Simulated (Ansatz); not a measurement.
The cluster Ta₅⁻, relaxed as a singlet with RKS r2SCAN-D4/def2-SVPD in Ansatz, starting from the GFN2-xTB geometry. Force threshold 0.02 eV/Å.

In the def2 sets Ta takes a core potential; there is no spin–orbit coupling. The highest occupied level of the charge -1 singlet lies above zero (up to 0.22 eV). The electron is either unbound and held by the finite basis, or the level is raised by self-interaction error. The structure comes from a short search, and lower isomers may exist.

Start:

```xyz
5

Ta    3.774   -0.332    1.503
Ta    3.072    1.119   -1.978
Ta   -0.192   -0.812    1.869
Ta   -4.063   -0.658    1.103
Ta   -2.592    0.684   -2.497
```

Task: Estimate the energy that the relaxation releases and the steps that it takes.

Result: 2139.8 kJ/mol, in 22 steps; 17 min on 4 threads of Arm Neoverse N1 on a shared host. No frequencies were taken in this run, so the end may be a saddle point.

Task: Does the start keep its bonding?

Result: Bonds formed: Ta2–Ta3, Ta2–Ta5, Ta3–Ta5 (atoms count from 1). Metal–metal contacts that move far: Ta4–Ta5 4.11 to 2.29 Å, Ta1–Ta3 4.01 to 2.44 Å, Ta3–Ta4 3.95 to 2.44 Å. The end is the same structure that another start reached.

Task: Predict the relaxed structure.

Result: 
```xyz
5

Ta    2.3346   -0.1591    0.8456
Ta    1.3394    0.5414   -1.0968
Ta   -0.0735   -0.4542    1.1099
Ta   -2.4193   -0.3657    0.4480
Ta   -1.1811    0.4376   -1.3067
```
Bond lengths (bridged metal pairs left out): 7 × Ta–Ta 2.29 to 2.80 Å.
